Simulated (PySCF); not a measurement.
Some computed properties have been withheld. Give your best values.

Compound: C8H7N.
SMILES: `c1ccn2cccc2c1`

| property | level | value |
| --- | --- | --- |
| point group of the GFN2-xTB geometry | GFN2-xTB | Cs |
| rotational constants A, B, C of the GFN2-xTB geometry | GFN2-xTB | ? |
| dipole moment | CAM-B3LYP/def2-SVPD | 1.18 D |
| HOMO energy | CAM-B3LYP/def2-SVPD | ? |
| LUMO energy | CAM-B3LYP/def2-SVPD | ? |
| lowest singlet excitation | TDDFT CAM-B3LYP/def2-SVPD | 3.94 eV (314 nm, f = 0.050) |
| strongest line among the 8 lowest singlet transitions | TDDFT CAM-B3LYP/def2-SVPD | S4 at 5.97 eV (208 nm, f = 0.702) |
| lowest triplet excitation (Tamm–Dancoff) | TDA CAM-B3LYP/def2-SVPD | 2.83 eV |
| static isotropic polarisability | CAM-B3LYP/def2-SVPD | 99.1 au |
| electronic spatial extent ⟨r²⟩ about the centre of nuclear charge | CAM-B3LYP/def2-SVPD | 979 bohr² |

The electronic properties come from PySCF, for the isolated species, density fitting.

Q: What is the HOMO energy?

A: -6.61 eV.

Q: What are the rotational constants A, B, C of the GFN2-xTB geometry?

A: 4.015, 1.709, 1.199 GHz.

Q: What is the LUMO energy?

A: 0.27 eV.

In atomic units the dipole is 0.46 e·bohr (1 au = 2.5417 D). The polarisability is 14.69 Å³ as a volume (1 au = 0.148185 Å³), or 1.60 au for each of the 62 electrons. No computed singlet falls in the visible range (750 to 380 nm, 1.65 to 3.26 eV); S1 lies 0.68 eV above its blue end. The principal polarisabilities are 55.5, 101.7 and 140.2 au; their mean is the isotropic value.
